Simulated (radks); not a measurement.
All-electron atom: Kr2+ in [Ar] 3d10 4s2 4p4. All-electron calculation, Dirac Kohn-Sham, PBEsol, spin-unpolarised, spherical densities, point nucleus; open shells fill j = l - 1/2 first. Program: a radial shooting solver on a logarithmic mesh with Libxc functionals.

Normalised radial functions P(r) = r R(r) (large component), r in bohr:

```
   r/bohr * 3p1/2 (the largest magnitude, 1.49, reaches the edge; | marks zero)
  0.00182                             *
  0.00237                             *
 0.003086                             *
 0.004018                             *
 0.005232                             *
 0.006812                             |*
 0.008871                             |*
  0.01155                             |*
  0.01504                             | *
  0.01958                             |  *
   0.0255                             |   *
  0.03321                             |     *
  0.04324                             |        *
   0.0563                             |          *
  0.07331                             |             *
  0.09546                             |              *
   0.1243                             |            *
   0.1619                             |      *
   0.2108                          *  |
   0.2744               *             |
   0.3574     *                       |
   0.4653  *                          |
   0.6059      *                      |
    0.789              *              |
    1.027                      *      |
    1.338                          *  |
    1.742                            *|
    2.268                             *
    2.953                             *
    3.846                             *
    5.008                             *
```

3p1/2: eigenvalue -225.57 eV, 1 radial node at r = 0.197 bohr, <r> = 0.533 bohr, 90 % of the charge inside 0.814 bohr.
